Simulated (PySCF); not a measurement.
PbCl, SMILES [Cl][Pb] (connectivity only; charge and spin as stated), neutral, multiplicity 2. Geometry: B3LYP-D3(BJ)/def2-TZVP. The spin state was assumed, not searched. The def2 effective core potentials stand for the cores of Pb; spin–orbit coupling is left out.

Calculation: B3LYP-D3(BJ)/def2-TZVP run with PySCF.

Harmonic wavenumbers (cm⁻¹): 301. Rotational constants (GHz): 2.691 (linear); symmetry number 1.

Task: Work out the zero-point energy and the ideal-gas rigid-rotor harmonic-oscillator thermochemistry at 298.15 K and 1 atm.

Result: ZPE = ½ Σ hcν = ½ × 301 cm⁻¹ = 0.43 kcal/mol. H − E(el) = 2.77 kcal/mol. Entropy in cal/(mol K): translation 42.36, rotation 17.38, vibration 1.41, spin 1.38, total 62.52. G − E(el) = -15.87 kcal/mol. Cp = 8.63 cal/(mol K).
